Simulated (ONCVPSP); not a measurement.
**Scattering properties, ONCV potential for cerium (Ce)**

| Item | Value |
| --- | --- |
| Element | cerium (Ce) |
| Generator | ONCVPSP 4.0.1 |
| Type | optimised norm-conserving Vanderbilt (ONCV) |
| Functional | PBE |
| Relativity | scalar-relativistic |
| Frozen core | [Kr] 4d10 |
| Valence charge | 12 |
| Reference configuration | 4f1 5s2 5p6 5d1 6s1.75 (charge +0.25) |
| Partial waves | 5s+6s: rc 2.65 bohr, ncon 4, nbas 7, qcut 4.2 1/bohr, 2 projectors; 5p: rc 2.50 bohr, ncon 4, nbas 9, qcut 5.3 1/bohr, 2 projectors, debl 0.8 Ha; 5d: rc 2.30 bohr, ncon 4, nbas 7, qcut 4.2 1/bohr, 2 projectors, debl 1.4 Ha; 4f: rc 1.65 bohr, ncon 3, nbas 7, qcut 9.5 1/bohr, 2 projectors, debl 1.8 Ha |
| Local potential | polynomial inside 1.65 bohr (lpopt 5, dvloc0 -1 Ha) |
| Core correction | Teter function fitted to the true core (icmod 2), fcfact 0.75 |

In the p channel the program set the typed energies aside and used -0.904, 0.250 Ha.

The phase is arctan(r·R′/R) of the radial function R(r), unwrapped; energies in Ha, scanned from -3 to 5 Ha. A pole is an energy at which the radial function vanishes at the test radius. The pseudo phase is shifted by a multiple of π to meet the all-electron one at the reference energy, and phase errors are pseudo minus all-electron; the curves can meet again beyond the range given. Levels narrower than the energy grid can be missing from the lists of poles.

| channel | radius (bohr) | reference energy (Ha) | poles, all-electron | poles, pseudo | unbroken range about the reference energy with phases within 0.05 rad | phase error 1 Ha above the reference energy (rad) |
| --- | --- | --- | --- | --- | --- | --- |
| s | 2.69 | -0.18 | -1.44, 2.13 | -1.44, 0.95, 2.24 | below 0.9 | -0.037 |
| p | 2.54 | -0.90 | -0.58, 3.52 | -0.58, 3.25 | below 3.6 | -0.000 |
| d | 2.33 | -0.16 | 1.00 | 1.00 | below 2.7 | -0.000 |
| f | 1.68 | -0.25 | 0.16 | 0.16 | the whole range | +0.000 |

Note: no bound ghost flagged; GHOST(+) flagged for s at 26.6 eV.

Phases in the f channel:

```json
{"E (Ha)": "-2.98", "all-electron": "1.252", "pseudo": "1.252"}
{"E (Ha)": "-2.54", "all-electron": "1.215", "pseudo": "1.215"}
{"E (Ha)": "-2.10", "all-electron": "1.160", "pseudo": "1.161"}
{"E (Ha)": "-1.66", "all-electron": "1.071", "pseudo": "1.072"}
{"E (Ha)": "-1.22", "all-electron": "0.891", "pseudo": "0.891"}
{"E (Ha)": "-0.78", "all-electron": "0.330", "pseudo": "0.330"}
{"E (Ha)": "-0.34", "all-electron": "-1.012", "pseudo": "-1.012"}
{"E (Ha)": "0.10", "all-electron": "-1.536", "pseudo": "-1.536"}
{"E (Ha)": "0.54", "all-electron": "-1.752", "pseudo": "-1.752"}
{"E (Ha)": "0.98", "all-electron": "-1.930", "pseudo": "-1.930"}
{"E (Ha)": "1.42", "all-electron": "-2.169", "pseudo": "-2.170"}
{"E (Ha)": "1.86", "all-electron": "-2.618", "pseudo": "-2.618"}
{"E (Ha)": "2.30", "all-electron": "-3.386", "pseudo": "-3.382"}
{"E (Ha)": "2.74", "all-electron": "-3.981", "pseudo": "-3.975"}
{"E (Ha)": "3.18", "all-electron": "-4.267", "pseudo": "-4.260"}
{"E (Ha)": "3.62", "all-electron": "-4.416", "pseudo": "-4.409"}
{"E (Ha)": "4.06", "all-electron": "-4.508", "pseudo": "-4.499"}
{"E (Ha)": "4.50", "all-electron": "-4.570", "pseudo": "-4.560"}
{"E (Ha)": "4.94", "all-electron": "-4.617", "pseudo": "-4.605"}
```
